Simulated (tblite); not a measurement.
C4H13FSi4.
Numbering: `[CH3:1][C:2]#[C:3][Si@@H:4]([CH2:5][SiH3:6])[Si@@H:7]([F:8])[SiH3:9]` (hydrogens: H10, H11, H12 on C1; H13 on Si4; H14, H15 on C5; H16, H17, H18 on Si6; H19 on Si7; H20, H21, H22 on Si9)

Structure optimised with GFN2-xTB, isolated species.

List the bond lengths, angles and torsions at this level.

```
                     bond  length (bohr)
                    C1–C2          2.733
                    C2≡C3          2.279
                   C3–Si4          3.499
                   Si4–C5          3.613
                   C5–Si6          3.585
                  Si4–Si7          4.390
                   Si7–F8          3.084
                  Si7–Si9          4.374
   C1–H10, C1–H11, C1–H12          2.060
                  Si4–H13          2.790
                   C5–H14          2.060
                   C5–H15          2.063
Si6–H16, Si6–H17, Si6–H18          2.771
                  Si7–H19          2.780
Si9–H20, Si9–H21, Si9–H22          2.773
```

Bonds in one row agree within 0.02 bohr and their mean is given. A selection of angles:
```
      angle  degrees
  C2–C1–H10    110.1
 H10–C1–H11    108.9
   C1–C2–C3    179.8
  C2–C3–Si4    178.5
  C3–Si4–C5    106.7
 C3–Si4–Si7    109.8
 C3–Si4–H13    105.4
 C5–Si4–Si7    109.6
 C5–Si4–H13    108.5
Si7–Si4–H13    116.5
 Si4–C5–Si6    115.5
 Si4–C5–H14    108.6
 Si4–C5–H15    108.7
 Si6–C5–H14    108.8
 Si6–C5–H15    109.0
 H14–C5–H15    105.8
 C5–Si6–H16    110.2
H16–Si6–H17    109.1
 Si4–Si7–F8    105.5
Si4–Si7–Si9    120.0
Si4–Si7–H19    111.4
 F8–Si7–Si9    106.6
 F8–Si7–H19     99.0
Si9–Si7–H19    111.8
Si7–Si9–H20    113.4
Si7–Si9–H21    109.3
Si7–Si9–H22    114.6
H20–Si9–H21    106.6
H20–Si9–H22    106.2
```

Torsions: C3–Si4–C5–Si6 -170° (antiperiplanar); C3–Si4–Si7–F8 134° (anticlinal).

The 3 C–Si bonds span 1.851 Å (C3–Si4, drawn single) to 1.912 Å (Si4–C5, drawn single), a spread of 0.061 Å. Si4 (SiH silicon) is distorted tetrahedral (angles from 105.4° to 116.5°). Si7 (fluorine-bound silicon) is distorted tetrahedral (angles from 99.0° to 120.0°). Si6 (SiH3 silicon) is tetrahedral (angles from 109.1° to 110.2°). The C–C distances run from 1.206 Å (C2≡C3, drawn triple) to 1.446 Å (C1–C2, drawn single), a spread of 0.240 Å. Si9 (SiH3 silicon) is distorted tetrahedral (angles from 106.2° to 114.6°).

Point group: C1 (no symmetry element, even within 0.4 Å). Its lowest GFN2-xTB frequency is 17i cm⁻¹, too small to tell a flat minimum from a shallow saddle. One conformer, not necessarily the lowest. 3 starts were optimised and ended at 0.00, 0.30 and 0.93 kcal/mol (GFN2-xTB); the lowest of these is shown.

These are computed values.
